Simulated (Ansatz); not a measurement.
`S[Si]Br` + `[SiH3]N[SiH3]` → `[SiH3]N([SiH3])[Si]Br` + H₂S at 700 K and 1 bar (ligand exchange at the Si–S bond).

Program: Ansatz. Geometries: PBE0-D4/def2-TZVP. ΔE: electronic, gas phase. CCSD(T)/CBS adds triple-zeta CCSD(T) − MP2 to the extrapolated MP2 energy (def2 sets, frozen cores). This one scheme is used for every species. For Br outer-core shells are correlated without core-valence functions, which leaves a few kJ/mol of doubt a bond. Scalar relativity is left out up to krypton. One conformer a species, not always the lowest.

```tsv
species	CCSD(T)/CBS energy (Eh)	H − E (kJ/mol)	S (J/(mol·K))
`S[Si]Br`	-3260.81547	70.9	363.0
`[SiH3]N[SiH3]`	-637.10515	245.6	444.2
`[SiH3]N([SiH3])[Si]Br`	-3498.95213	246.4	530.8
H₂S	-398.97279	64.8	236.9
```

H − E and S are ideal-gas, rigid-rotor, harmonic terms from PBE0-D4/def2-TZVP, for one conformer and one mirror image of each species. 1 Eh = 2625.50 kJ/mol, R = 8.31446 J/(mol·K).

Problem. By hand: ΔE, ΔH, ΔS and ΔG.

Solution. ΔE = (-3498.95213) + (-398.97279) − (-3260.81547) − (-637.10515) = -0.00430 Eh = -11.3 kJ/mol. Δ(H − E) = 246.4 + 64.8 − 70.9 − 245.6 = -5.3, so ΔH = -16.6 kJ/mol. ΔS = 530.8 + 236.9 − 363.0 − 444.2 = -39.5 J/(mol·K). ΔG = -16.6 − 700 × (-39.5)/1000 = 11.0 kJ/mol.

Problem. By hand: the equilibrium constant, and the temperature at which ΔG would vanish if ΔH and ΔS stayed fixed.

Solution. log₁₀ K = −ΔG/(RT ln 10) = -0.8. ΔG = 0 at ΔH/ΔS = 420 K.

TΔS isn't small against ΔH here. A doubt of 5 kJ/mol in ΔE shifts log₁₀ K by 0.4 here. Other conformers and mirror images would add mixing entropy, several J/(mol·K) or more a flexible species. Modes under 60 cm⁻¹, often nearly free rotors, make the harmonic entropy too high. These are equilibria of isolated gas molecules and say nothing of rates. Largest T1 diagnostic: 0.012 (customary marks: 0.02 for closed shells, 0.045 for open ones).
